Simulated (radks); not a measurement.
Valence configurations of the samarium ion Sm3+ (all share [Xe]). Method: scalar-relativistic Kohn-Sham, PBE, spin-polarised, spherical densities, point nucleus; open shells are filled with parallel spins first (spin-orbit coupling, left out, can overturn this in heavy ions); computed with a radial shooting solver on a logarithmic mesh with Libxc functionals. Energies are relative to 4f5; eigenvalues in eV for spin up.

valence          E (eV)  moment (Bohr magnetons)    e(4f)    e(5d)    e(6p)    e(6s)
4f5               0.000                        5  -33.850        -        -        -
4f3 6s2          39.639                        3  -54.888        -        -  -26.573
4f4.5 6p0.5       9.328                        5  -39.264        -  -18.590        -
4f3 6p2          50.491                        5  -56.912        -  -22.345        -
4f3 5d1 6p1      38.806                        5  -52.558  -31.787  -20.529        -
4f4 5d1          11.456                        5  -40.738  -26.867        -        -
4f3.5 5d1 6p0.5  23.962                        5  -46.538  -29.321  -19.271        -
4f4 6s1          15.300                        5  -43.871        -        -  -24.813
4f4.5 5d0.5       5.125                        5  -37.216  -25.839        -        -
4f4.5 6s0.5       6.715                        5  -38.728        -        -  -23.512

NIST lists [Xe] 4f5 as the ground configuration; this level of theory agrees among the configurations tried. The energies are those of spherical high-spin densities, not of single terms.
